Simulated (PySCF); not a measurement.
Correlation energy of Br⁺ (bromine, charge +1)

Starting occupation: [Ar] 3d10 4s2 4p4, 4p1/2 with m_j = +1/2, 4p3/2 with m_j = -1/2, +1/2, +3/2. Computed with PySCF 2.14 in x2c-TZVPall-2c, with X2C-1e with screened-nucleus spin-orbit coupling, Gaussian nucleus. Frozen: [Ne]; 24 electrons correlated.

MP2 pair energies summed by pair of shells (mhartree):

```tsv
pair	energy	share (%)
3d-3d	-87.78	23.9
3d-3p	-71.62	19.5
4p-4s	-50.86	13.9
4p-4p	-49.68	13.5
3p-3p	-23.79	6.5
3d-4p	-21.98	6.0
3d-3s	-17.80	4.8
3d-4s	-12.89	3.5
3p-3s	-10.33	2.8
4s-4s	-8.49	2.3
3p-4p	-5.32	1.4
3p-4s	-3.58	1.0
3s-3s	-1.28	0.3
3s-4p	-1.15	0.3
3s-4s	-0.58	0.2
```

Total MP2 correlation energy: -367.14 mhartree.

The GHF reference relaxed away from the jj start to a determinant that is no pure jj level (⟨S²⟩ = 1.96, ⟨J²⟩ = 6.02); the energies belong to that determinant.

This basis was not built for core-valence correlation, so the inner-shell part is incomplete.
